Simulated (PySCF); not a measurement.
C3H6FNSi. Atoms are numbered in the order given.

```xyz
12

N     -2.7402     1.0890    -0.2657
C     -2.1310     0.1095    -0.1591
C     -1.3201    -1.1036    -0.0177
C      0.0537    -0.8421     0.6333
Si     1.1610     0.3772    -0.2865
F      2.6600     0.2193     0.3382
H     -1.1961    -1.5440    -1.0216
H     -1.8993    -1.8338     0.5714
H     -0.0801    -0.4878     1.6690
H      0.6004    -1.7979     0.6986
H      1.2180     0.0192    -1.7304
H      0.7288     1.7836    -0.0985
```

The structure is a stationary point at B3LYP-D3(BJ)/def2-SVP. This is a generated structure with no PubChem entry under its InChIKey; it may be hypothetical. Other conformers were not sampled.

The numbers are results of TDA-CAM-B3LYP/def2-SVPD in PySCF, not measurements.

Vertical excitations. The molecule is in vacuum.

Computed UV-visible absorptions:
| state | energy (eV) | λ (nm) | f | main pairs |
|---|---|---|---|---|
| S1 | 7.61 | 163 | 0.000 | HOMO−1→LUMO+2 14 %, HOMO−2→LUMO+2 11 %, HOMO→LUMO+1 7 %, HOMO−1→LUMO 7 % |
| S2 | 7.79 | 159 | 0.005 | HOMO→LUMO 70 % |
| S3 | 7.91 | 157 | 0.004 | HOMO−1→LUMO 14 %, HOMO−1→LUMO+2 14 %, HOMO→LUMO+1 12 %, HOMO−2→LUMO+3 6 % |
| S4 | 7.99 | 155 | 0.009 | HOMO−1→LUMO+1 11 %, HOMO−1→LUMO+4 8 %, HOMO→LUMO+2 8 %, HOMO→LUMO 8 % |
| S5 | 8.16 | 152 | 0.008 | HOMO−2→LUMO 34 %, HOMO−1→LUMO 26 %, HOMO−2→LUMO+1 10 %, HOMO−3→LUMO 9 % |
| S6 | 8.43 | 147 | 0.016 | HOMO→LUMO+1 57 %, HOMO−3→LUMO+1 9 %, HOMO→LUMO 9 % |
| S7 | 8.71 | 142 | 0.007 | HOMO−1→LUMO 38 %, HOMO−2→LUMO 25 %, HOMO−1→LUMO+2 16 % |
| S8 | 8.82 | 141 | 0.025 | HOMO−3→LUMO 51 %, HOMO→LUMO+2 17 %, HOMO−2→LUMO 9 % |
| S9 | 8.99 | 138 | 0.031 | HOMO−2→LUMO+1 23 %, HOMO−1→LUMO+1 22 %, HOMO−3→LUMO+1 10 %, HOMO−2→LUMO 7 % |
| S10 | 9.28 | 134 | 0.013 | HOMO→LUMO+2 37 %, HOMO−3→LUMO+2 14 %, HOMO→LUMO+3 7 %, HOMO−2→LUMO+2 6 % |
| T1 | 6.26 | 198 | 0 | HOMO−3→LUMO+2 13 %, HOMO−1→LUMO+4 11 %, HOMO→LUMO+2 8 %, HOMO−2→LUMO+3 6 % |
| T2 | 6.82 | 182 | 0 | HOMO−1→LUMO+4 12 %, HOMO→LUMO+2 9 %, HOMO−1→LUMO+1 8 %, HOMO−1→LUMO+3 8 % |
| T3 | 6.83 | 181 | 0 | HOMO−1→LUMO+2 16 %, HOMO−3→LUMO+4 9 %, HOMO−2→LUMO+3 7 %, HOMO→LUMO+4 6 % |
| T4 | 7.43 | 167 | 0 | HOMO→LUMO 68 % |
Triplets are in the Tamm–Dancoff approximation.
